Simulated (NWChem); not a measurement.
All runs are NWChem calculations. System: C3H6ClF, charge 0, spin multiplicity 1, at a geometry optimised with PBE0/def2-SVP. The structure started from a generated list of species. Level: MP2/def2-TZVP, 9 core orbitals frozen.

Job file:

```
start mol
memory heap 200 mb stack 800 mb global 1000 mb
geometry units angstroms nocenter noautoz noautosym
  C     -2.160069     0.480976    -0.481434
  C     -0.869414    -0.219770    -0.117447
  F     -0.897453    -0.540114     1.220849
  C      0.343243     0.643329    -0.387919
  Cl     1.868528    -0.227472    -0.088934
  H     -2.245585     1.442609     0.047369
  H     -2.219693     0.666493    -1.563891
  H     -3.014203    -0.146689    -0.190710
  H     -0.769157    -1.164206    -0.681782
  H      0.329406     1.525104     0.268714
  H      0.348778     0.977521    -1.434660
end
basis spherical
  * library def2-tzvp
end
scf
  rhf
  nopen 0
  maxiter 100
  thresh 1e-7
  semidirect memsize 60000000 filesize 0
end
mp2
  freeze core 9
end
task mp2 energy
```

NWChem printed:

```
             Northwest Computational Chemistry Package (NWChem) 7.3.0
             --------------------------------------------------------

                                NWChem Input Module
                                -------------------

 Scaling coordinates for geometry "geometry" by  1.889725989
 (inverse scale =  0.529177249)

                             Geometry "geometry" -> ""
                             -------------------------

 Output coordinates in angstroms (scale by  1.889725989 to convert to a.u.)

  No.       Tag          Charge          X              Y              Z
 ---- ---------------- ---------- -------------- -------------- --------------
    1 C                    6.0000    -2.16006900     0.48097600    -0.48143400
    2 C                    6.0000    -0.86941400    -0.21977000    -0.11744700
    3 F                    9.0000    -0.89745300    -0.54011400     1.22084900
    4 C                    6.0000     0.34324300     0.64332900    -0.38791900
    5 Cl                  17.0000     1.86852800    -0.22747200    -0.08893400
    6 H                    1.0000    -2.24558500     1.44260900     0.04736900
    7 H                    1.0000    -2.21969300     0.66649300    -1.56389100
    8 H                    1.0000    -3.01420300    -0.14668900    -0.19071000
    9 H                    1.0000    -0.76915700    -1.16420600    -0.68178200
   10 H                    1.0000     0.32940600     1.52510400     0.26871400
   11 H                    1.0000     0.34877800     0.97752100    -1.43466000

 Effective nuclear repulsion energy (a.u.)     230.9956787675

            Nuclear Dipole moment (a.u.)
            ----------------------------
        X                 Y               Z
 ---------------- ---------------- ----------------
     0.0000094486    -0.0000151178     0.0000056692


 Summary of "ao basis" -> "" (spherical)
 ------------------------------------------------------------------------------
       Tag                 Description            Shells   Functions and Types
 ---------------- ------------------------------  ------  ---------------------
 *                         def2-tzvp                  on all atoms

 Summary of "ao basis" -> "ao basis" (spherical)
 ------------------------------------------------------------------------------
       Tag                 Description            Shells   Functions and Types
 ---------------- ------------------------------  ------  ---------------------
 C                         def2-tzvp                11       31   5s3p2d1f
 F                         def2-tzvp                11       31   5s3p2d1f
 Cl                        def2-tzvp                13       37   5s5p2d1f
 H                         def2-tzvp                 4        6   3s1p

                                 NWChem SCF Module
                                 -----------------

  ao basis        = "ao basis"
  functions       =   197
  atoms           =    11
  closed shells   =    25
  open shells     =     0
  charge          =   0.00
  wavefunction    = RHF
  use symmetry    = F
  symmetry adapt  = F

 Summary of "ao basis" -> "ao basis" (spherical)
 ------------------------------------------------------------------------------
       Tag                 Description            Shells   Functions and Types
 ---------------- ------------------------------  ------  ---------------------
 C                         def2-tzvp                11       31   5s3p2d1f
 F                         def2-tzvp                11       31   5s3p2d1f
[...]
   164     -1.893764   6 H  s               176     -1.616479   8 H  s
    43      1.035168   2 C  px              188      0.830376  10 H  s
    14      0.825129   1 C  pz              107      0.784236   4 C  pz

 center of mass
 --------------
 x =   0.16582907 y =  -0.07940901 z =   0.09171453

 moments of inertia (a.u.)
 ------------------
         217.775036108032          54.931773936279          38.727553462300
          54.931773936279         933.472939765296          65.142542040679
          38.727553462300          65.142542040679         878.139751562890

  Mulliken analysis of the total density
  --------------------------------------

    Atom       Charge   Shell Charges
 -----------   ------   -------------------------------------------------------
    1 C    6     6.33   0.85  1.12  0.47  0.67  0.09  1.26  1.40  0.39  0.02  0.05  0.00
    2 C    6     5.78   0.85  1.12  0.48  0.63  0.01  1.18  1.19  0.09  0.04  0.16  0.02
    3 F    9     9.30   0.77  1.20  0.59  1.01  0.35  2.24  2.27  0.85  0.00  0.01  0.00
    4 C    6     6.07   0.85  1.12  0.48  0.71 -0.02  1.20  1.37  0.23  0.02  0.10  0.01
    5 Cl  17    17.18   2.01  0.45  1.52  1.09  0.85  4.18  1.69  1.08  2.81  1.45  0.01  0.04  0.01
    6 H    1     0.89   0.26  0.49  0.11  0.02
    7 H    1     0.89   0.26  0.49  0.11  0.02
    8 H    1     0.87   0.26  0.49  0.10  0.02
    9 H    1     0.93   0.27  0.51  0.13  0.02
   10 H    1     0.88   0.26  0.49  0.10  0.02
   11 H    1     0.88   0.26  0.49  0.10  0.02

       Multipole analysis of the density wrt the origin
       ------------------------------------------------

     L   x y z        total         open         nuclear
     -   - - -        -----         ----         -------
     0   0 0 0      0.000000      0.000000     50.000000

     1   1 0 0     -0.768502      0.000000      0.000009
     1   0 1 0      0.571059      0.000000     -0.000015
     1   0 0 1     -0.850654      0.000000      0.000006

     2   2 0 0    -28.996011      0.000000    427.517024
     2   1 1 0     -0.045627      0.000000    -32.723090
     2   1 0 1      1.510357      0.000000     -9.213972
     2   0 2 0    -26.845098      0.000000     53.030013
     2   0 1 1      0.632012      0.000000    -33.808617
     2   0 0 2    -28.752012      0.000000     75.009071

                   NWChem MP2 Semi-direct Energy/Gradient Module
                   ---------------------------------------------

  Basis functions       =    197
  Molecular orbitals    =    197
  Frozen core           =      9
  Frozen virtuals       =      0
  Active alpha occupied =     16
  Active beta occupied  =     16
  Active alpha virtual  =    172
  Active beta virtual   =    172
  Use MO symmetry       = F
  Use skeleton AO sym   = F

  AO/Fock/Back tols     =   1.0D-09  1.0D-09  1.0D-09

 GA uses MA = F    GA memory limited = T

 Available:
  local mem=  1.15D+08
 global mem=  1.31D+08
 local disk=  0.00D+00
  mp2_memr nvloc                   172
  nvloc new                   172
   1 passes of  16:        5242880                     216715                 173953088.
   1 passes of  16: M    114678539           G      130994382           F     109435659.
  mp2_memr nvloc                   172
  nvloc new                   172
   2 passes of   8:        5242880                     147942                  87009703.
   2 passes of   8: M    114678539           G      130994382           F     109435659.

 Semi-direct pass number   1 of   2  for RHF alpha+beta  at      149.2s
  vrange nnbf                 18584
  mp2_eaftype                   331  avail_ma_in_mb                   999
 EAF : mp2_eaftype filesize         331   43504851.
  mp2_eaf for mointskh                    331
Node 0 wrote    204.6 Mb in      0.1 s     Agg I/O rate:  1587.0 Mb/s
 Done moints_semi at      180.0s
  mp2_eaftype                   331  avail_ma_in_mb                   668
 EAF : mp2_eaftype filesize         331   43504851.
  mp2_eaf for kh                   331
 Done maket at      180.8s
 Semi-direct pass number   2 of   2  for RHF alpha+beta  at      180.8s
  vrange nnbf                 18584
  mp2_eaftype                   331  avail_ma_in_mb                   668
 EAF : mp2_eaftype filesize         331   43504851.
  mp2_eaf for mointskh                    331
Node 0 wrote    204.6 Mb in      0.1 s     Agg I/O rate:  1642.1 Mb/s
 Done moints_semi at      209.0s
  mp2_eaftype                   331  avail_ma_in_mb                   668
 EAF : mp2_eaftype filesize         331   43504851.
  mp2_eaf for kh                   331
 Done maket at      209.9s
 Done multipass loop at      209.9s

          -------------------------------------------
          SCF energy                -676.136742393277
          Correlation energy          -0.937532349564
          Singlet pairs               -0.596215390792
          Triplet pairs               -0.341316958771
          Total MP2 energy          -677.074274742840
          -------------------------------------------

          ---------------------------------------------------
                    Spin Component Scaled (SCS) MP2
          Same spin pairs                     -0.227544639181
          Same spin scaling factor             0.333333333333
          Opposite spin pairs                 -0.709987710383
          Opposite spin scaling fact.          1.200000000000
          SCS-MP2 correlation energy          -0.927833465520
          Total SCS-MP2 energy              -677.064575858796
          ---------------------------------------------------

 -----------------------
 Performance information
 -----------------------

 Timer overhead =  1.71D-07 seconds/call

               Nr. of calls         CPU time (s)                 Wall time (s)                GFlops
             ---------------    -------------------     ------------------------------   -------------------
Name         Min   Avg   Max    Min     Avg     Max     Min     Avg     Max   Mx/calls   Min     Max     Sum
mp2: moin     2     2     2    59.     59.     59.      59.     59.     59.     30.      0.0     0.0     0.0
mp2: make     2     2     2    1.6     1.6     1.6      1.6     1.6     1.6    0.81      0.0     0.0     0.0
mp2: tota     1     1     1    61.     61.     61.      61.     61.     61.     61.      0.0     0.0     0.0

 The average no. of pstat calls per process was 5.00D+00
 with a timing overhead of 8.56D-07s

 Task  times  cpu:      209.9s     wall:      209.9s

 Total times  cpu:      209.9s     wall:      209.9s
```
